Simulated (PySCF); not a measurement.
FH₅OSi₃, SMILES F[SiH]1[SiH2]O[SiH2]1.

Coordinates come from a PBE-D3(BJ)/def2-SVP optimisation. The structure was generated by enumeration, and PubChem lists no compound with its InChIKey, so it may never have been made.

Level of theory: PBE/def2-TZVP in PySCF.

Isolated molecule, no solvent.

Question: Estimate the frontier levels, gap, dipole moment and polarisability. (Estimate from the structure and the level; the computed values follow.)

Answer: 
```
Property                                                                                                        Value
---------------------------------------------------------------------------------------------  ----------------------
highest occupied level                                                                                       -6.44 eV
lowest empty level                                                                                           -2.30 eV
orbital gap                                                                                                   4.13 eV
dipole moment                                                                                                  0.73 D
quadrupole, principal values (traceless, Buckingham form, about the centre of nuclear charge)   -8.10, 2.29, 5.81 D·Å
mean static polarisability                                                                      85.7 bohr³ (12.71 Å³)
polarisability, principal values                                                               72.3, 86.8, 98.1 bohr³
```
